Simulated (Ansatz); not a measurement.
Input file for Ansatz (a program for electronic structure): R-PBE0/def2-TZVPPD on C2H4O2 (a complex), monomers drawn apart or pushed together. Files ending in .json are basis or fitting sets from the Basis Set Exchange.

Ansatz 0.2 input:
```yaml
crystal:
  periodic: [false, false, false]
  atoms:
    - {symbol: C, position_ang: [0.68015228, 0.49605873, 0.41921731]}
    - {symbol: O, position_ang: [0.85019996, 0.37850107, -0.68467860]}
    - {symbol: C, position_ang: [-0.05323435, -0.75850182, 4.34516591]}
    - {symbol: O, position_ang: [-0.55591029, 0.44590959, 3.79106713]}
    - {symbol: H, position_ang: [-0.20108164, -1.61585230, 3.67777853]}
    - {symbol: H, position_ang: [-0.60705828, -0.94403548, 5.26489139]}
    - {symbol: H, position_ang: [1.01219409, -0.68793435, 4.59387623]}
    - {symbol: H, position_ang: [-0.10011359, 0.61110101, 2.95826987]}
basis:
  gaussian:
    orbitals: def2-TZVPPD.json
hamiltonian:
  xc: {name: PBE0}
scf: {lower_state_search: off}
```

The log:

```
WARN ansatz: RAYON_NUM_THREADS=1 ignored (pool sized by the plan → 1); use --threads N
Functional definition: PBE0
these checks for a lower state are left out or cut short: stability, starts, cluster_reference, orbital_swaps, neighbouring_geometries, increment
integrals: 0.09 GiB planned
952 factors; their error is unknown
mean field: 0.98 GiB planned
mean field evaluation 1: about -6221.9010 eV, gradient 5.9e1 eV
mean field evaluation 2: about -6213.1619 eV, gradient 9.2e1 eV
mean field evaluation 4: about -6227.9544 eV, gradient 5.3e0 eV
mean field evaluation 8: about -6228.0095 eV, gradient 4.7e-1 eV
mean field evaluation 16: about -6228.0097 eV, gradient 6.3e-7 eV
mean field -6228.00971837 eV, -228.8751356536 hartree, gradient 6.7e-7 eV, S^2 0.000000; 0 other end points of the search recorded, 0 dependent functions left out
reference -6228.00976053 eV, -228.8751372028 hartree; 16, 16 occupied and 206, 206 virtual orbitals, 952 factors
Total energy: -6228.00976053 eV, -228.8751372028 hartree
Checks for a lower state left out: stability, starts, cluster_reference, orbital_swaps, neighbouring_geometries, increment
```

The calculation finished and met its thresholds.

Cost: very roughly 1.9 core-seconds.
